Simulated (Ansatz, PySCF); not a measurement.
Gas-phase reaction in SMILES: C#C[Si](C#C)(C#C)C#C + 16 [H][H] (H2) -> 8 C (CH4) + [SiH4] (SiH4)
Structures are relaxed separately at B3LYP-D3(BJ)/def2-TZVP in Ansatz (a first-principles code). Frequencies are from Ansatz or PySCF.

Quantity: energy of full hydrogenation (enthalpy at 298 K, with B3LYP-D3(BJ) rigid-rotor harmonic-oscillator terms), in kJ/mol. Cores are frozen in the correlated levels unless marked. No spin-orbit coupling. Non-relativistic. Basis-set limits of correlation are two-point, X^-3; Hartree-Fock from the larger set.

CCSD(T)/CBS(cc-pV(T+d)Z,cc-pV(Q+d)Z) (Ansatz) gives -1417.1 kJ/mol.

Problem. Another calculation gave -1558.0 kJ/mol. Which level was it?
(A) HSE06/def2-TZVPD (Ansatz)
(B) B3LYP/def2-TZVPD (Ansatz)
(C) CAM-B3LYP/def2-TZVPD (Ansatz)
(D) PBE-QIDH/def2-TZVPD (Ansatz)

Solution. D, PBE-QIDH/def2-TZVPD (Ansatz). The others give -1542.1 (CAM-B3LYP), -1454.4 (B3LYP), -1609.4 (HSE06) kJ/mol.
